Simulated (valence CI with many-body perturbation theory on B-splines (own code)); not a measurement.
# Te XXII: one-electron terms

Calculated by configuration interaction combined with many-body perturbation theory (CI+MBPT): three valence electrons over a frozen Dirac-Fock core [Ar] 3d10, a basis of 11 s, 11 p, 9 d, 7 f, 5 g, 2 h, 1 i functions for each j, with the one-electron correlation potential Σ1 (screened to all orders), the two-electron term Σ2, the three-electron term Σ3, Breit, model QED; selected single and double excitations, second order for the rest (own B-spline code, finite nucleus).

No measured levels were compared; by estimate levels hold to about 250 cm⁻¹ or 0.2 % of their energy and the worst to 1 %, as in measured heavy ions of charge 2 to 7; those with d or f electrons hold less well.

These are the spectroscopic orbitals of the CI (the correlating ones are not listed), shaped by the core and the other valence electrons. h is the expectation value of the core's Dirac-Fock operator, without the valence repulsion; Σ1 is computed up to l = 3 at one energy for each symmetry, that of its lowest orbital but kept below the first core excitation, so for empty shells it is not the orbital's own correlation shift; Breit and QED include the response of the core.

```
Orbital  h (hartree)  Σ1 (cm⁻¹)  Breit (cm⁻¹)  QED (cm⁻¹)  ⟨r⟩ (bohr)
  4s1/2      -27.373     -12180          2739        2080      0.6808
  5s1/2      -15.862      -4144          1167         894       1.179
  6s1/2      -10.367      -1941           591         458       1.819
  7s1/2      -7.3095      -1085           344         268       2.592
  4p1/2      -25.571     -12167          4258       -81.2      0.6913
  5p1/2      -15.021      -4213          1820       -33.8       1.213
  6p1/2      -9.9131      -2041           956       -17.5       1.868
  7p1/2      -7.0369      -1160           566       -10.3       2.659
  4p3/2      -25.026     -11296          2663         124      0.7077
  5p3/2      -14.777      -4005          1141        54.0       1.234
  6p3/2      -9.7827      -1959           628        28.7       1.894
  7p3/2      -6.9588      -1120           373        17.1       2.690
  4d3/2      -22.088     -11462          1565        -120      0.7218
  5d3/2      -13.427      -4250           711       -52.5       1.282
  6d3/2      -9.0507      -2145           388       -28.2       1.974
  4d5/2       -21.98     -11196           878       -56.6      0.7261
  5d5/2      -13.377      -4159           387       -24.1       1.288
  6d5/2      -9.0229      -2100           211       -12.8       1.980
  4f5/2      -18.878     -10416           352       -44.9      0.7142
  5f5/2      -12.022      -3610           177       -23.9       1.312
  4f7/2      -18.864     -10248          31.2       -30.1      0.7153
  5f7/2      -12.012      -3543          15.1       -16.0       1.313
  5g7/2      -11.505                      4.7        -3.0       1.224
  5g9/2      -11.501                     -8.4         0.2       1.225
```

Among the shells of the start configuration 4s2 4p1, Σ1 is largest in size for 4s1/2, where it is 0.20 % of h.

Lowest root of each symmetry, sizes in configuration state functions:

```
  J  Parity  Roots  Reference  Variational  Second order  Change by selected CI (cm⁻¹)  Change by second order (cm⁻¹)
1/2    even      9         58         7094          9214                         -1035                              0
3/2    even     12         90        11715         25270                          -636                             -1
5/2    even     12         92        14300         26454                         -1040                             -1
7/2    even      7         68        13668         32669                         -1750                             -3
9/2    even      3         45         9115         27317                         -2088                             -4
1/2     odd      7         47         6746         15352                         -1989                              0
3/2     odd     12         77        11647         29530                         -1941                              0
5/2     odd     10         77        12945         27831                         -1566                             -2
7/2     odd      6         60        11434         38594                         -1382                             -2
9/2     odd      2         33         8145         30326                         -1035                             -4
```
